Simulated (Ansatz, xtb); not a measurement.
Molecule: sum formula SiCl$_{2}$F, charge -1, multiplicity 1. 
Structure (B3LYP-D3(BJ)/def2-TZVP (Ansatz, an electronic-structure program) minimum search):
```
Si
F 1 1.6581
Cl 1 2.2537 2 96.72
Cl 1 2.2537 2 96.72 3 98.85
```
Charge -1, spin multiplicity 1.

Harmonic wavenumbers from GFN2-xTB (xtb, at its own minimum), cm⁻¹: 114, 177, 227, 270, 316, 646.

Q: Give the harmonic wavenumbers at B3LYP-D3(BJ)/def2-TZVP (Ansatz, finite differences of forces, unscaled).

A: 140, 202, 246, 349, 401, 733 cm⁻¹. Zero-point energy 3.0 kcal/mol.

Q: From these and the geometry, give the ideal-gas thermochemistry at 298.15 K and 1 atm (rigid rotor, harmonic oscillator).

A: Point group Cs, rotational symmetry number 1. Rotational constants 4.366, 2.253, 1.678 GHz. S(trans) 40.21, S(rot) 27.37, S(vib) 9.08, S(elec, spin only) 0.00, S 76.7 cal/(mol K). H(298) - H(0) 3.93 kcal/mol; G - E(el) -16.0 kcal/mol.
